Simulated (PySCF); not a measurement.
Gas-phase reaction: 2 Sb(CH3)3 + 3 C3H6 (propylene) ⇌ Sb2 + 3 CH3C(CH3)2CH3

Energies from PySCF, thermal terms from the rigid-rotor harmonic-oscillator model, ideal gas at 1 bar. † marks an energy on the PBE0/def2-TZVP geometry and frequencies; other levels use their own. MP2 and CCSD(T) freeze the core. All species are closed-shell singlets. Sb: scalar-relativistic def2 core potential, no spin-orbit coupling. MP2 isn't extrapolated to the basis-set limit; its ΔH°(298 K) is -536.9 kJ in def2-SVP and -408.6 kJ in def2-TZVPP. CCSD(T) isn't extrapolated to the basis-set limit. The harmonic model lacks anharmonicity and excited electronic states, which grow with temperature; levels with a mode under 35 cm⁻¹ are left out. Internal rotation in C3H6 (propylene), CH3C(CH3)2CH3 is treated as a harmonic vibration of one conformer, which makes the entropy rough. Soft modes under 120 cm⁻¹ make the harmonic entropy rough for Sb(CH3)3.

```
level               ΔE electronic, kJ  ΔH°(298 K), kJ  ΔS°(298 K), J/K  ΔG°(1000 K), kJ
------------------  -----------------  --------------  ---------------  ---------------
CCSD(T)/def2-SVP†                -540            -496             -337             -146
MP2/def2-SVP†                    -581            -537             -337             -187
PBE/def2-TZVP†                   -362            -318             -337               32
PBE0/def2-SVP†                   -476            -432             -337              -82
PBE0/def2-TZVP                   -394            -350             -337               -1
LDA/def2-TZVP†                   -482            -438             -337              -89
ωB97M-V/def2-TZVP†               -369            -326             -337               24
ωB97X-V/def2-TZVP†               -380            -336             -337               13
```
ΔH° is lowest at MP2/def2-SVP† and highest at PBE/def2-TZVP†. No reference value is set beside these.
